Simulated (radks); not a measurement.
Values are calculated unless marked as measured or tabulated.
Problem. The mean radii <r> (bohr) of the occupied orbitals of an atom or ion are listed with their occupations. Code: a radial shooting solver on a logarithmic mesh with Libxc functionals. Model: scalar-relativistic Kohn-Sham, SOGGA, spin-polarised, spherical densities, finite nucleus; Fermi nuclear charge, rms radius of each element as measured or else 0.836 A^(1/3) + 0.57 fm.

| orbital | occ. | <r> |
|---|---|---|
| 1s down | 1 | 0.06360 |
| 1s up | 1 | 0.06360 |
| 2s up | 1 | 0.2936 |
| 2s down | 1 | 0.2932 |
| 2p up | 3 | 0.2603 |
| 2p down | 3 | 0.2598 |
| 3s up | 1 | 0.8881 |
| 3s down | 1 | 0.8900 |
| 3p up | 3 | 0.9373 |
| 3p down | 3 | 0.9410 |
| 3d up | 3 | 1.097 |

Name the element and its charge. Open shells, if any, are filled with parallel spins first.

Solution. Z = 24, chromium, charge +3: Cr3+ in [Ar] 3d3. The 1s radius gives Z: for a bare nucleus <r> = (2 gamma + 1)/(2Z) with gamma = sqrt(1 - (Z/c)^2), 0.06186 bohr for Z = 24, and screening makes it slightly larger (0.06360 here). The occupations add up to 21, and the charge is Z minus that.
